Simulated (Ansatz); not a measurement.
One change: `CC1[SiH2]B1O` becomes `CC1[SiH2]B1Cl`.

Ansatz, PBE0-D4/def2-TZVP geometries, multiplicity 1. Each molecule was computed in one conformer, which needn't be the lowest.

```tsv
property	`CC1[SiH2]B1O`
HOMO energy (B3LYP/def2-TZVPP) / eV	-6.19
HOMO–LUMO gap (B3LYP/def2-TZVPP) / eV	5.20
HOMO energy (PBE/def2-TZVPP) / eV	-5.30
size of the dipole moment (PBE/def2-TZVPP) / D	0.73
HOMO energy (PBE0/def2-TZVPP) / eV	-6.37
LUMO energy (ωB97M-V/def2-TZVPP) / eV	1.17
```

Give the same properties after the change, and the shifts. (Estimate.)

Ansatz gave: 
```tsv
property	`CC1[SiH2]B1Cl`	shift
HOMO energy (B3LYP/def2-TZVPP) / eV	-6.61	-0.42
HOMO–LUMO gap (B3LYP/def2-TZVPP) / eV	4.90	-0.30
HOMO energy (PBE/def2-TZVPP) / eV	-5.74	-0.44
size of the dipole moment (PBE/def2-TZVPP) / D	1.54	0.81
HOMO energy (PBE0/def2-TZVPP) / eV	-6.81	-0.44
LUMO energy (ωB97M-V/def2-TZVPP) / eV	0.42	-0.75
```

With PBE0 the HOMO falls by 0.44 eV and the LUMO falls by 0.74 eV, so the gap narrows by about 0.30 eV. PBE moves the HOMO by -0.44 eV and ωB97M-V by -0.41 eV. Dipoles are sizes alone; their direction can turn.

B3LYP here is the variant with VWN-RPA as its local correlation; programs differ in this.
